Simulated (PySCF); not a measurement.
Species: C7H7NO (charge -1 and doublet state).
SMILES with atom numbers: `[CH3:1][C:2]([O-:3])[c:4]1[cH:5][cH:6][cH:7][cH:8][n:9]1` (hydrogens: H10, H11, H12 on C1; H13 on C5; H14 on C6; H15 on C7; H16 on C8)

Cartesian coordinates in Å at the GFN2-xTB level; atoms count from 1:
```xyz
16
C7H7NO angstrom
C     -2.6285    0.4110   -0.0455
C     -1.5557   -0.3804    0.6981
O     -1.8818   -1.1478    1.6430
C     -0.2251   -0.1835    0.2511
C      0.8668   -0.8654    0.8627
C      2.1391   -0.6654    0.4207
C      2.3549    0.2289   -0.6534
C      1.2381    0.8518   -1.1922
N     -0.0015    0.6874   -0.7967
H     -2.4263    1.4780    0.0369
H     -3.6088    0.1883    0.3737
H     -2.6131    0.1525   -1.1034
H      0.6399   -1.5372    1.6791
H      2.9828   -1.1776    0.8765
H      3.3489    0.4190   -1.0387
H      1.3628    1.5495   -2.0234
```

The hyperfine couplings belong to this conformer and change with its torsions.

The calculation used UKS B3LYP, pcH-1 on C H N O, non-relativistic, mean-field spin-orbit, GIAO in PySCF. Whether the extra electron is bound in the gas phase wasn't checked; a finite basis holds it in any case. The geometry wasn't refined by DFT: couplings that depend on bond lengths, twists or pyramidal angles can differ widely from those at the functional's own minimum, by a factor of two or more for some ions and for spin on atoms past the first row. The SCF solution wasn't tested for stability.

(1) The isotropic 1H couplings, averaged over equivalent nuclei, are -19.0, +11.4, -6.1, +2.8, -2.5 MHz. Assign them to H10/H11/H12; H13; H14; H15; H16.

Answers

(1) 
```json
{"site": "H10/H11/H12", "a_iso (MHz)": "+11.4", "ρ(0) (bohr⁻³)": "+0.0025", "position": "3 bonds from C4", "distance from C7 (Å)": "5.34", "bound to": "C1", "spin population there": "-0.02", "largest |T| (MHz)": "4.0"}
{"site": "H13", "a_iso (MHz)": "-6.1", "ρ(0) (bohr⁻³)": "-0.0014", "position": "2 bonds from C4", "distance from C7 (Å)": "3.39", "bound to": "C5", "spin population there": "+0.07", "largest |T| (MHz)": "3.2"}
{"site": "H14", "a_iso (MHz)": "-2.5", "ρ(0) (bohr⁻³)": "-0.0006", "position": "2 bonds from C7", "distance from C7 (Å)": "2.17", "bound to": "C6", "spin population there": "+0.01", "largest |T| (MHz)": "3.4"}
{"site": "H15", "a_iso (MHz)": "-19.0", "ρ(0) (bohr⁻³)": "-0.0043", "position": "1 bond from C7", "distance from C7 (Å)": "1.08", "bound to": "C7", "spin population there": "+0.30", "largest |T| (MHz)": "11.9"}
{"site": "H16", "a_iso (MHz)": "+2.8", "ρ(0) (bohr⁻³)": "+0.0006", "position": "2 bonds from C7", "distance from C7 (Å)": "2.15", "bound to": "C8", "spin population there": "-0.09", "largest |T| (MHz)": "2.8"}
```

ρ(0) is the spin density at the nucleus and T the dipolar tensor; entries for several nuclei are means. The largest Mulliken spin populations are on C7 (+0.30), O3 (+0.23), C4 (+0.19) and N9 (+0.16). Five atoms exceed +0.15. The positive populations add up to 1.13 and the negative ones to -0.13, together 2S = 1. Main spin sites, with 60 % or more of the largest population: O3, C4, C7; positions count bonds from the nearest.

Means are taken over nuclei equivalent by connectivity, which assumes that they swap fast. The three 1H nuclei of mean +11.4 MHz run from -0.1 to 17.2 MHz in the frozen geometry.

C2, the radical centre as drawn in `C[C]([O-])c1ccccn1`, holds a spin population of +0.16 out of 1.
